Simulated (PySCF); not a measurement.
Input of a run (PBE0-D3(BJ)/def2-SVP geometry optimisation, gas phase (PySCF 2.14.0)), started from a GFN2-xTB structure with every atom displaced at random (by about 0.01 Å):
```
{"job": {"xc": "PBE0", "basis": "def2-SVP", "d3": "d3bj", "grid": 1, "shake": 0.01, "kind": "geom"}, "charge": 0, "multiplicity": 1}
O     -1.187550    -1.474180     0.743990
C     -1.840530    -0.562760     0.224900
C     -1.196180     0.701100    -0.206740
N      0.092410     0.876520    -0.089590
Si     1.203730    -0.281480     0.557790
O      2.653090     0.395220     0.252140
H     -2.913530    -0.630960     0.059430
H     -1.791280     1.497570    -0.610440
H      1.286150    -1.532880    -0.120340
H      0.967840    -0.347350     2.017890
H      2.763960     1.333370     0.235140
```

Output (energies in Eh, forces in Eh/bohr):
```
step   0  E = -573.18199487  max force = 0.068384
step   1  E = -573.19040872  max force = 0.006050
step   2  E = -573.19080178  max force = 0.004948
step   3  E = -573.19121417  max force = 0.004139
step   4  E = -573.19136681  max force = 0.002639
step   5  E = -573.19147316  max force = 0.002767
step   6  E = -573.19135883  max force = 0.003162
step   7  E = -573.19152140  max force = 0.000438
step   8  E = -573.19155695  max force = 0.000402
step   9  E = -573.19157072  max force = 0.000415
optimisation converged
```

Q: Summarise the run.

A: The energy falls by 6.0 kcal/mol over 10 energy and gradient evaluations, the largest force component goes from 0.0684 to 4.2e-04 Eh/bohr, and the atoms move by 0.056 Å rms after alignment. The bond that changes most is Si5–H9 (oxygen-bound silicon to Si–H hydrogen), which lengthens by 0.058 Å. Bonds longer at the end by more than 0.005 Å: 8 of 10; shorter: 2. Among the angles that change most is Si5–O6–H11, from 121.4° to 115.1°. The energy rose by more than 1e-6 Eh at step 6. The first step brought 88 % of the lowering.

Q: What are the final bond lengths?

A: O1=C2 1.205 Å, C2–C3 1.507 Å, C3=N4 1.261 Å, N4–Si5 1.776 Å, Si5–O6 1.662 Å, C2–H7 1.116 Å, C3–H8 1.107 Å, Si5–H9 1.484 Å, Si5–H10 1.492 Å, O6–H11 0.962 Å. Numbering counts from 1 in the input's order; the species is `O=C/C=N\[SiH2]O`.

The run used 113 basis functions and 77 SCF cycles in all.

Whether it is a minimum is left open (no frequencies). The numbers are those of one conformer.

Conformer computed: `[O:1]=[CH:2]/[CH:3]=[N:4]\[SiH2:5][OH:6]`: O1–C2–C3–N4 3°, C3–N4–Si5–O6 171°, H–O6–Si5–N4 36°.
